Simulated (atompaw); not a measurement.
# As: one change to a PAW (atompaw) potential, before and after

As (Z = 33), PAW, made with atompaw 4.2.0.5 (PBE, scalar-relativistic). Core [Ar] 3d10, reference 4s2 4p3. Waves: 4s (bound): rc 2.35 bohr; 4s channel at -0.1 Ry: rc 1.75 bohr; 4p (bound): rc 2.35 bohr; 4p channel at 0.3 Ry: rc 2.35 bohr; 4d channel at 0.15 Ry: rc 2.35 bohr; 4d channel at 2.05 Ry: rc 2.35 bohr. Local part: troulliermartins scheme with l = 3 at 0.5 Ry, radius 2.25 bohr. Core correction: smooth core density matched at 1.90 bohr. Augmentation charge: sinc compensation charge, radius 2.15 bohr; PAW radius 2.35 bohr; waves and projectors: custom rrkj gramschmidtortho.

All-electron outer shells of the reference configuration (PBE, scalar-relativistic, ld1.x):

```
shell  level (eV)  outermost node (bohr)  outermost maximum (bohr)
   3p     -133.68                   0.22                      0.52
   3d      -40.65                      –                      0.47
   4s      -14.49                   0.73                      1.61
   4p       -5.19                   0.78                      2.00
```

Change: local potential troulliermartins scheme with l = 3 at 0.5 Ry, radius 1.68 bohr.

Cutoffs: the cutoffs (Ry, on a coarse ladder) from which the occupation-weighted sum of valence levels, in a spherical-Bessel basis at the reference potential, stays within 10 and 1 mRy of its value at 400 Ry; they do not see the model core or the augmentation charge, which bear on the density cutoff.

Question: What does the change do?

Answer: The potential gets neither clearly harder nor softer (10 Ry and 15 Ry → 10 Ry and 15 Ry); the range in which the s phases agree narrows (upper end 2.8 → 0.7); neither file shows a bound ghost.

```tsv
quantity	base	changed
cutoff, loose	10 Ry	10 Ry
cutoff, tight	15 Ry	15 Ry
bound ghosts	none	none
s: phases at 2.37 bohr within 0.05 rad from the reference energy up to (Ry; the scan ends near 5)	2.8	0.7
p: phases at 2.37 bohr within 0.05 rad from the reference energy up to (Ry; the scan ends near 5)	4.0	3.7
d: phases at 2.37 bohr within 0.05 rad from the reference energy up to (Ry; the scan ends near 5)	to the end of the scan	4.8
lowest overlap eigenvalue by channel	s 0.53, p 0.73, d 0.98	s 0.28, p 0.58, d 0.98
```

 The cutoffs see the waves, projectors and local potential, not the compensation charge or the core.
